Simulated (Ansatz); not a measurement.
Stepwise reaction of `[OH][Al]([Cl])[Cl]` with hydrogen, as a gas-phase model of exchange steps in deposition or etching. ΔE in kJ/mol; ΔG adds harmonic PBE0-D4 terms to CCSD(T)/CBS, at 1 bar.

Program: Ansatz. Geometries: PBE0-D4/def2-TZVP. ΔE: electronic, gas phase. CBS: MP2 limit from def2 TZ/QZ plus the TZ coupled-cluster correction, frozen cores. This one scheme is used for every species. Functionals use def2-TZVPP. B3LYP here is the variant with VWN-RPA as its local correlation; programs differ in this. Each species was taken in one conformer, which may not be the lowest.

```json
{"step": "2", "reaction": "`[OH][AlH][Cl]` + H₂ → `[OH][AlH2]` + HCl", "PBE-D4": "149.2", "B3LYP-D4": "150.9", "ωB97M-V": "151.8", "CCSD(T)/CBS": "153.3", "ΔG(600 K)": "143.6"}
```

Give the row of step 1, `[OH][Al]([Cl])[Cl]` + H₂ → `[OH][AlH][Cl]` + HCl. (Estimate.)

The calculation gave: 
```tsv
step	reaction	PBE-D4	B3LYP-D4	ωB97M-V	CCSD(T)/CBS	ΔG(600 K)
1	`[OH][Al]([Cl])[Cl]` + H₂ → `[OH][AlH][Cl]` + HCl	129.8	132.4	132.3	135.2	125.4
```

By hand: ΔE of the 2 steps together at CCSD(T)/CBS.

(135.2) + (153.3) = 288.5 kJ/mol, or 144.2 kJ/mol a step.

In ΔE each step is higher than the one before. All are uphill at CCSD(T)/CBS. ΔG lies between 125.4 and 143.6 kJ/mol a step. PBE-D4 differs from CCSD(T)/CBS by -5.4 to -4.1 kJ/mol a step. Isolated molecules leave out the surface, adducts and barriers. Largest T1 diagnostic: 0.012.
